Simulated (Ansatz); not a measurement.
`NB(F)Cl` + HBr → `FB(Cl)Br` + NH₃ at 500 K and 1 bar (ligand exchange at a B–N bond).

Program: Ansatz. Geometries: PBE0-D4/def2-TZVP. ΔE: electronic, gas phase. CBS: MP2 limit from def2 TZ/QZ plus the TZ coupled-cluster correction, frozen cores. This one scheme is used for every species. For Br outer-core shells are correlated without core-valence functions, which leaves a few kJ/mol of doubt a bond. Scalar relativity is left out up to krypton. Each species was taken in one conformer, which may not be the lowest.

| species | CCSD(T)/CBS energy (Eh) | H − E (kJ/mol) | S (J/(mol·K)) |
| --- | --- | --- | --- |
| `NB(F)Cl` | -640.42619 | 123.0 | 329.0 |
| HBr | -2573.91920 | 30.5 | 213.7 |
| `FB(Cl)Br` | -3157.81685 | 49.9 | 338.7 |
| NH₃ | -56.50880 | 108.2 | 211.8 |

H − E and S are ideal-gas, rigid-rotor, harmonic terms from PBE0-D4/def2-TZVP, for one conformer and one mirror image of each species. 1 Eh = 2625.50 kJ/mol, R = 8.31446 J/(mol·K).

Problem. By hand: ΔE, ΔH, ΔS and ΔG.

Solution. ΔE = (-3157.81685) + (-56.50880) − (-640.42619) − (-2573.91920) = 0.01974 Eh = 51.8 kJ/mol. Δ(H − E) = 49.9 + 108.2 − 123.0 − 30.5 = 4.6, so ΔH = 56.4 kJ/mol. ΔS = 338.7 + 211.8 − 329.0 − 213.7 = 7.8 J/(mol·K). ΔG = 56.4 − 500 × (7.8)/1000 = 52.5 kJ/mol.

Problem. By hand: the equilibrium constant, and the temperature at which ΔG would vanish if ΔH and ΔS stayed fixed.

Solution. log₁₀ K = −ΔG/(RT ln 10) = -5.5. ΔG = 0 at ΔH/ΔS = 7231 K, far beyond where these terms or the molecules hold.

The number of gas molecules stays the same, so ΔS is small and ΔH decides. A doubt of 5 kJ/mol in ΔE shifts log₁₀ K by 0.5 here. Other conformers and mirror images would add mixing entropy, several J/(mol·K) or more a flexible species. These are equilibria of isolated gas molecules and say nothing of rates. Largest T1 diagnostic: 0.011 (customary marks: 0.02 for closed shells, 0.045 for open ones).
